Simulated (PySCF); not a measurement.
# PPb⁺ from Hartree–Fock to correlated methods

State: ³Σ⁻ (triplet), unpaired electrons π ↑↑. Set-up: P cc-pV(D+d)Z, Pb cc-pVDZ-PP with ECP60; scalar-relativistic core potentials (PySCF 2.14). De refers to P + Pb⁺ in their high-spin ground configurations, without counterpoise correction. The functionals are run spin-unrestricted. A positive dipole points towards Pb; it is taken about the centre of mass and depends on that origin.

| Level | Re (Å) | ωe (cm⁻¹) | De (eV) | μ (D) |
| --- | --- | --- | --- | --- |
| UHF | 2.629 | 281 | n/a | 0.75 |
| UHF-MP2 | 2.616 | 301 | n/a | n/a |
| UHF-SCS-MP2 | 2.629 | 296 | n/a | n/a |
| UHF-CCSD | 2.644 | 276 | n/a | n/a |
| UHF-CCSD(T) | 2.650 | 276 | n/a | n/a |
| LDA | 2.602 | 301 | n/a | -0.78 |
| PBE | 2.643 | 287 | n/a | -0.36 |
| PBEsol | 2.619 | 295 | n/a | -0.51 |
| r²SCAN | 2.621 | 295 | n/a | -0.06 |
| PBE0 | 2.609 | 301 | n/a | 0.00 |
| M06 | 2.624 | 301 | n/a | 0.05 |

Task: What does a quarter of exact exchange do here, going from PBE to PBE0?

Result: PBE0 less PBE: -3.4 pm in Re, +4.9 % in ωe. Exact exchange removes part of the self-interaction that spreads semilocal densities, and in most molecules shortens and stiffens the bond and lowers De; so it does here.

Task: What does all correlation do here, going from UHF to UHF-CCSD(T)?

Result: UHF-CCSD(T) less UHF: +2.1 pm in Re, -1.8 % in ωe. Correlation nearly always deepens the well. The bond lengthens, as in strong covalent bonds, where excitations into antibonding orbitals dominate.

Correlated steps freeze 9 core orbitals. These are scalar-relativistic numbers at best; spin–orbit coupling would shift them, the dissociation energy most. The state was picked by a PBE0 search and need not be the measured ground state.

The whole job (state search and all levels along the bond) took about 2 min on 1 thread of Arm Neoverse V1 (shared host), peak memory 0.51 GiB.
